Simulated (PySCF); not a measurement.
## Ionisation energy along the 10-electron series

Calculated with PySCF 2.14 and a two-component X2C-1e Hamiltonian (Gaussian nucleus, no Breit or QED terms), each ion in its own even-tempered basis scaled to its charge; GMP2 freezes nothing and drops the highest virtual spinors. Values in eV. NIST values: (m) measured, (s) semi-empirical, (t) theoretical.

| ion | configuration | GHF (spin-free) | GMP2 (spin-free) | GHF (screened spin-orbit) | GMP2 (screened spin-orbit) | NIST |
| --- | --- | --- | --- | --- | --- | --- |
| Ag³⁷⁺ | [Ne] | 5612.4 | 5613.9 | 5554.5 | 5556.0 | 5558 ± 3 (s) |
| In³⁹⁺ | [Ne] | 6192.0 | 6193.5 | 6122.8 | 6124.3 | 6126 ± 3 (s) |

Q: Fill in the row of Cd³⁸⁺.

A: configuration: [Ne]; GHF (spin-free): 5898.5; GMP2 (spin-free): 5900.0; GHF (screened spin-orbit): 5835.2; GMP2 (screened spin-orbit): 5836.7; NIST: 5839 ± 3 (s).
